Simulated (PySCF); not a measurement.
Molfile (atoms numbered from 1):
```
C4H2NO3
     RDKit          3D

 10 10  0  0  0  0  0  0  0  0999 V2000
    2.8027   -0.7563    0.1280 O   0  0  0  0  0  0  0  0  0  0  0  0
    2.0989    0.2317   -0.0750 C   0  0  0  0  0  0  0  0  0  0  0  0
    2.3984    1.4018   -0.3274 O   0  0  0  0  0  0  0  0  0  0  0  0
    0.5504   -0.0227   -0.0035 C   0  0  0  0  0  0  0  0  0  0  0  0
   -0.0822   -1.1361    0.2429 N   0  0  0  0  0  0  0  0  0  0  0  0
   -1.4058   -0.8226    0.1897 C   0  0  0  0  0  0  0  0  0  0  0  0
   -1.5294    0.5001   -0.0929 C   0  0  0  0  0  0  0  0  0  0  0  0
   -0.2889    1.0103   -0.2157 O   0  0  0  0  0  0  0  0  0  0  0  0
   -2.1687   -1.5593    0.3563 H   0  0  0  0  0  0  0  0  0  0  0  0
   -2.3665    1.1578   -0.2250 H   0  0  0  0  0  0  0  0  0  0  0  0
  1  2  2  0
  2  3  1  0
  2  4  1  0
  4  5  2  0
  5  6  1  0
  6  7  2  0
  7  8  1  0
  8  4  1  0
  6  9  1  0
  7 10  1  0
M  CHG  1   3  -1
M  END
```

Geometry: GFN2-xTB; GIAO shifts from PySCF 2.14.0 with density-fitted response routines, gas phase, non-relativistic, averaged over equivalent atoms.

At PBE0/cc-pVDZ (122 basis functions, 26 s wall time on 1 thread of an Intel Xeon, shared host):
| atoms | δ (ppm) |
| --- | --- |
| O1/O3 | 306.8 |
| O8 | 306.3 |
| C4 | 168.7 |
| C2 | 148.0 |
| C7 | 129.1 |
| C6 | 125.9 |
| N5 | 263.9 |
| H10 | 7.03 |
| H9 | 6.71 |

δ = σ(ref) − σ, references computed at the same level: 17O (σ = 345.01 ppm) against H2O; 13C (σ = 199.12 ppm), 1H (σ = 31.75 ppm) vs TMS; 15N (σ = 275.25 ppm) vs NH3.

Question: Predict the values at PBE0/aug-cc-pVDZ on the same geometry.

Answer: 
```json
{"atoms": "O1/O3", "δ at PBE0/aug-cc-pVDZ": "292.8", "change": "-14.0"}
{"atoms": "O8", "δ at PBE0/aug-cc-pVDZ": "300.7", "change": "-5.6"}
{"atoms": "C4", "δ at PBE0/aug-cc-pVDZ": "170.1", "change": "+1.4"}
{"atoms": "C2", "δ at PBE0/aug-cc-pVDZ": "153.8", "change": "+5.8"}
{"atoms": "C7", "δ at PBE0/aug-cc-pVDZ": "129.6", "change": "+0.5"}
{"atoms": "C6", "δ at PBE0/aug-cc-pVDZ": "126.3", "change": "+0.4"}
{"atoms": "N5", "δ at PBE0/aug-cc-pVDZ": "264.0", "change": "+0.1"}
{"atoms": "H10", "δ at PBE0/aug-cc-pVDZ": "7.62", "change": "+0.59"}
{"atoms": "H9", "δ at PBE0/aug-cc-pVDZ": "7.25", "change": "+0.54"}
```

δ = σ(ref) − σ, references computed at the same level: 17O (337.22 ppm) against H2O; TMS for 13C (197.42 ppm) and 1H (31.86 ppm); 15N (271.56 ppm) vs NH3.

The largest change is at O1/O3 (carboxylate oxygen). Cost: 202 basis functions, 46 s wall time on 1 thread of an Intel Xeon, shared host. The order of the carbon signals is the same at both levels.

Unscaled 17O shifts of doubly bonded oxygen tend to come out too high, by tens of ppm or more. Experimental scales use liquid or dissolved standards, which lie at an offset from isolated NH3 (liquid NH3: subtract about 20 ppm) and H2O (liquid H2O: subtract about 36 ppm). Unscaled 15N shifts of sp2 nitrogen come out 20 to 40 ppm too high even then.
